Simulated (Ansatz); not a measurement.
`C[CH2][Mg][O]C` + H₂O → `C[O][Mg][OH]` + `CC`  (formal hydrolysis of a Mg–C bond)

Isolated molecules relaxed with PBE0-D4/def2-TZVP in Ansatz; ΔE leaves out vibrations. CBS: MP2 limit from def2 TZ/QZ plus the TZ coupled-cluster correction, frozen cores. This one scheme is used for every species. For Mg outer-core shells are correlated without core-valence functions, which leaves a few kJ/mol of doubt a bond. One conformer a species, not always the lowest.

```json
{"species": "`C[CH2][Mg][O]C`", "CCSD(T)/CBS(def2) energy (Eh)": "-394.06216"}
{"species": "H₂O", "CCSD(T)/CBS(def2) energy (Eh)": "-76.37941"}
{"species": "`C[O][Mg][OH]`", "CCSD(T)/CBS(def2) energy (Eh)": "-390.77688"}
{"species": "`CC`", "CCSD(T)/CBS(def2) energy (Eh)": "-79.71954"}
```

Task: Work out ΔE.

Result: ΔE = (-390.77688) + (-79.71954) − (-394.06216) − (-76.37941) = -0.05485 Eh = -1.49 eV.

Largest T1 diagnostic among the species: 0.011.

In def2-TZVPP, CCSD(T) changes the Hartree–Fock value by +0.24 eV (the triples alone add +0.04 eV) and MP2 by +0.18 eV. At CCSD(T), def2-SVP lies −0.19 eV from the extrapolated value and def2-TZVPP +0.00 eV.
